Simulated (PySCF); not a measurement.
# Spinor energies of C⁺ (carbon, charge +1)

Start: [He] 2s2 2p1; 2p3/2 filled at m_j = +3/2. Calculated with PySCF 2.14 in x2c-SVPall-2c with one added diffuse shell of s type (4s2p1d, 15 functions): generalised Hartree-Fock with the X2C-1e Hamiltonian and a Gaussian nucleus; one run each with spin-orbit coupling (SO) switched off, then screened by Boettger's factors. This is a chosen level, not necessarily the ground level.

```tsv
spinor shell	electrons	ε, spin-free (eV)	ε, screened SO (eV)	weight of nominal j (screened SO)	rms radius, screened SO (bohr)
1s1/2	2	-323.99	-323.99	1.000	0.312
2s1/2	2	-31.076	-31.076	1.000	1.63
2p3/2	1	-24.820	-24.816	1.000	1.65
```

```json
{"quantity": "E (hartree)", "spin-free": "-37.25685", "screened SO": "-37.25674"}
{"quantity": "M_J", "spin-free": "3/2", "screened SO": "3/2"}
{"quantity": "⟨J²⟩", "spin-free": "3.754", "screened SO": "3.754"}
{"quantity": "⟨L²⟩", "spin-free": "2.003", "screened SO": "2.003"}
{"quantity": "⟨S²⟩", "spin-free": "0.752", "screened SO": "0.752"}
```

Each row is a mean over spinors that exchange with the open shell spreads, by up to 3.664 eV (2s1/2).

Without spin-orbit coupling the j labels of p, d and f shells carry no meaning; the spin-free column gives the mean over the occupied spinors of each nl shell.
